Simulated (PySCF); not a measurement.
# Calculated NMR parameters of [SiH3]n1cncc1Cl

| Item | Value |
| --- | --- |
| Formula | C3H5ClN2Si |
| SMILES | [SiH3]n1cncc1Cl |
| InChI | InChI=1S/C3H5ClN2Si/c4-3-1-5-2-6(3)7/h1-2H,7H3 |
| Point group of the computed structure | Cs |
| Degrees of unsaturation | 3 |
| Carbon signals | 3 |
| Proton signals | 3 |

Bonds (- single, = double, # triple, : aromatic): Si1-N2 1.760 Å, N2:C3 1.363 Å, C3:N4 1.297 Å, N4:C5 1.363 Å, C5:C6 1.362 Å, C6-Cl7 1.702 Å, C6:N2 1.371 Å. Si1 carries H8, H9, H10; C3 carries H11; C5 carries H12.

Theory: coordinates at the GFN2-xTB level, NMR shieldings at PBE0/pcSseg-1/GIAO, in PySCF 2.14 (non-relativistic, rapidly exchanging positions averaged, gas phase, one computed conformer).

Chemical shifts δ = σref − σ; ¹H and ¹³C and ²⁹Si vs TMS; ¹⁵N against NH3, all at this level.

```tsv
carbon	δC, type	δH (multiplicity)	HMBC from (2–3 bonds)	span of the C tensor (ppm)
C3	142.2, CH	7.22 (m)	H12, H8/H9/H10	136
C5	134.0, CH	7.26 (m)	H11	142
C6	128.6, C	–	H12, H11, H8/H9/H10	119
```

Other nuclei:
```json
{"atoms": "H8/H9/H10", "nucleus": "¹H", "environment": "hydrogen on a silicon bonded to N", "δ (ppm)": "4.99", "σ (ppm)": "26.72"}
{"atoms": "Si1", "nucleus": "²⁹Si", "environment": "silicon bonded to N, 3 H", "δ (ppm)": "-57.7", "σ (ppm)": "406.9"}
{"atoms": "N4", "nucleus": "¹⁵N", "environment": "pyridine-type nitrogen of an azole", "δ (ppm)": "315.3", "σ (ppm)": "-47.6"}
{"atoms": "N2", "nucleus": "¹⁵N", "environment": "pyrrole-type ring nitrogen", "δ (ppm)": "182.6", "σ (ppm)": "85.1"}
```

1. Carbon types of the structure: 1 × C, 2 × CH, leaving 3 H on heteroatoms.
2. δC 142.2: aromatic CH between two ring heteroatoms.
3. δC 134.0: aromatic CH next to a ring nitrogen.
4. δC 128.6: aromatic carbon bearing chlorine.
5. δH 7.26: hydrogen on an aromatic CH next to a ring nitrogen; aromatic region.
6. δH 7.22: hydrogen on an aromatic CH between two ring heteroatoms; it sits in the deshielding region of the aromatic ring current.

Carbons that carry Cl, above all several Cl atoms, come out too deshielded, partly because spin–orbit coupling is missing. Shifts are as computed. Against solution values, carbons near 30 ppm lie about +3 ppm off and those near 130 ppm about +5 ppm; carbons on Cl a further +6 ppm. Of 1309 compounds with measured shifts, 239 miss one by over three times the rms of a fit or turn the order of signals round; such compounds aren't used in these exercises. Experimental scales use liquid or dissolved standards, which lie at an offset from isolated NH3 (liquid NH3: subtract about 20 ppm). Unscaled 15N shifts of sp2 nitrogen come out 20 to 40 ppm too high even then. Multiplicities follow the n + 1 count of equivalent neighbours, as no J values were calculated; m marks all less simple cases, F and P coupling included.
